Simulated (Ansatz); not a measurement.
Computed with Ansatz on PBE0-D4/def2-TZVP structures; ΔE is electronic, products minus reactants. CCSD(T)/CBS adds triple-zeta CCSD(T) − MP2 to the extrapolated MP2 energy (def2 sets, frozen cores). DFT in def2-TZVPP. HSE06 is defined as in plane-wave codes. def2 core potentials past Kr. For W outer-core shells are correlated without core-valence functions, which leaves a few kJ/mol of doubt a bond. Each species was taken in one conformer, which may not be the lowest.

Reaction (redistribution): `N[Si](N)(N)O` + `[O]=[W]([OH])([F])=[S]` → `N[Si](N)(N)F` + `[O]=[W]([OH])([OH])=[S]`

Q: Is it downhill or uphill in electronic energy at CCSD(T)/CBS, and by how much? (Estimate.)

A: Computed: Downhill: ΔE = -24.9 kJ/mol.

Q: What do these levels give: r2SCANh-D4, r2SCAN0, HSE06, LC-ωPBE, HF/def2-TZVPP, MP2/def2-QZVPP? (An estimate is asked.)

A: Ansatz gave: r2SCANh-D4 -21.1, r2SCAN0 -23.3, HSE06 -22.5, LC-ωPBE -21.6, HF/def2-TZVPP -29.2, MP2/def2-QZVPP -24.5 kJ/mol.

Largest T1 diagnostic among the species: 0.023, so the coupled-cluster value is less sure than usual.

In def2-TZVPP, CCSD(T) changes the Hartree–Fock value by +6.7 kJ/mol (the triples alone add +1.6 kJ/mol) and MP2 by +6.2 kJ/mol. Leaving LDA and LC-ωPBE aside and taking each functional with its dispersion term where it has one, the values, not all of them listed here, spread over 10.3 kJ/mol, from BHLYP-D4 to revPBE-D4. LDA lies −3.9 kJ/mol from PBE without D4.
